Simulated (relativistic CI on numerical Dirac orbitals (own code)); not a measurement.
Calculated at this level of theory: Dirac-Coulomb-Breit CI, KLI orbitals optimised for each configuration, a model potential for QED, unscaled Slater integrals (own radial code, finite nucleus).

The strongest absorption lines from the ground level of an ion, among the configurations computed and to levels below about 328 eV (vacuum wavelength in nm, gf): 8.5936 (2.1), 9.0441 (0.79), 9.2145 (2), 9.3792 (0.72), 9.5157 (0.38), 10.149 (0.62), 10.437 (0.51), 10.629 (0.79).

Problem. Which ion is it?
A. Kr XIX
B. Se XV
C. Kr XVII
D. Kr XV

Solution. C. Kr XVII has 20 electrons and the ground level 3s²3p⁶3d² ³F2; the strongest line goes to 3s²3p⁵3d³ ³D°1. The pattern of lines fixes the number of electrons, and along that sequence the line energies rise steadily with the charge (about as its square where n changes within one kind of shell, about linearly where n is kept but much faster in heavy ions where fine structure, which grows about as Z⁴, sets the gap, and irregularly where shells cross), which fixes Z. Configurations outside the model, such as inner-shell arrays, can give stronger lines. At this charge energies of transitions that change n are usually good to better than 1 %, and those within a shell (Δn = 0) to a few per cent. Terms inside the open d or f shell come out 10 to 20 % too wide with unscaled integrals.

LS names give the leading component of a level, which can be under half, so a name can repeat, a term be missing and a line seem to break the LS rules.
